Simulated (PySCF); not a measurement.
## Mayer bond orders and bond lengths

Compound: C3H7PSi.
Numbering: `[CH3:1][SiH:2]([CH3:3])[C:4]#[P:5]` (hydrogens: H6, H7, H8 on C1; H9 on Si2; H10, H11, H12 on C3)

Cartesian coordinates in Å at the GFN2-xTB level; atoms count from 1:
```
atom  x, y, z in Å
C1    -0.3051    1.6302    0.2817
Si2    0.1828   -0.0047   -0.5566
C3    -0.8668   -1.4364    0.1238
C4     1.9607   -0.3504   -0.1676
P5     3.4589   -0.6421    0.1611
H6     0.3011    2.4530   -0.0849
H7    -1.3455    1.8744    0.0871
H8    -0.1734    1.5796    1.3589
H9     0.0424    0.0960   -2.0199
H10   -0.5840   -2.3806   -0.3317
H11   -0.7474   -1.5421    1.1984
H12   -1.9225   -1.2775   -0.0765
```

Bond orders from the PBE0/pcSseg-1 density (PySCF). Geometry: GFN2-xTB; no solvent, vibrations or thermal averaging.

**Question.** Where do the orders between heavy atoms depart from those drawn in the SMILES?

**Answer.** The largest departure is 0.246, at C4–P5 (drawn triple, 2.754). Drawn single, order below 0.88: Si2–C4 (0.814).

**Question.** Set the Mayer orders of the bonds between heavy atoms beside their lengths.

**Answer.** 
```tsv
bond	drawn as	length (Å)	Mayer order
C1–Si2	single	1.901	0.964
Si2–C3	single	1.901	0.964
Si2–C4	single	1.853	0.814
C4–P5	triple	1.561	2.754
```

Bonds between the same two heavy elements. C–Si: lowest Si2–C4 (0.814, 1.853 Å), highest C1–Si2 and Si2–C3 (0.964, 1.901 Å); in 2 of the 3 pairs the longer bond (by over 0.003 Å) has the higher order (by 0.02 or more). Bonds named together lie within 0.004.

**Question.** And the bonds to hydrogen?

**Answer.** C–H: 0.95 to 0.96 (6 bonds); H–Si: 0.94 (1 bond).

**Question.** Sum the orders of all bonds at each heavy atom with more than one neighbour and set the sums beside the valence in the SMILES.

**Answer.** C1 3.832 (drawn 4), Si2 3.685 (drawn 4), C3 3.832 (drawn 4), C4 3.568 (drawn 4). Orders between atoms that aren't bonded are not in these sums.

For a closed shell the Mayer order of atoms A and B is Σ (PS)μν (PS)νμ over the basis functions μ on A and ν on B, with P the density and S the overlap matrix.
